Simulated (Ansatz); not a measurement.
Harmonic frequencies (cm⁻¹) at PBE0-D4/def2-TZVP from Ansatz: 209, 247, 326, 555, 652, 661, 753, 834, 899, 978, 1044, 1590, 2241, 2252, 3225.

Problem. Which molecule is it?
A. `F[Si]1(F)C=C1`
B. `F[SiH]([SiH3])S`
C. `[SeH]B1[O][GaH][S]1`
D. `IC1=C[SiH2]1`

Solution. D.
